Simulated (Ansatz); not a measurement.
Program: Ansatz. Geometries: PBE0-D4/def2-TZVP. ΔE: electronic, gas phase. CCSD(T)/CBS adds triple-zeta CCSD(T) − MP2 to the extrapolated MP2 energy (def2 sets, frozen cores). This one scheme is used for every species. DFT in def2-TZVPP. Each species was taken in one conformer, which may not be the lowest.

Consider the ligand exchange at the Al–C bond: `C=[CH][Al]([CH3])[CH3]` + HCl → `[CH3][Al]([CH3])[Cl]` + ethylene.

(1) Is it downhill or uphill in electronic energy at CCSD(T)/CBS, and by how much? (Estimate.)

(2) What do these levels give: PBE0-D4, r2SCANh-D4, revPBE, HF/def2-TZVPP, HF/def2-QZVPP, MP2/def2-QZVPP? (Best estimate.)

Largest T1 diagnostic among the species: 0.011.

Results:

(1) The calculation gave: Downhill: ΔE = -1.76 eV.

(2) Computed: PBE0-D4 -1.75, r2SCANh-D4 -1.80, revPBE -1.75, HF/def2-TZVPP -1.93, HF/def2-QZVPP -1.92, MP2/def2-QZVPP -1.78 eV.

Leaving LDA and LC-ωPBE aside and taking each functional with its dispersion term where it has one, the values, not all of them listed here, spread over 0.14 eV, from BHLYP-D4 to revPBE-D4. LDA lies +0.05 eV from PBE without D4. From BLYP to BHLYP (50 % exact exchange), in def2-TZVPP and without D4, ΔE moves by −0.08 eV. In def2-TZVPP, CCSD(T) changes the Hartree–Fock value by +0.20 eV (the triples alone add +0.03 eV) and MP2 by +0.16 eV.
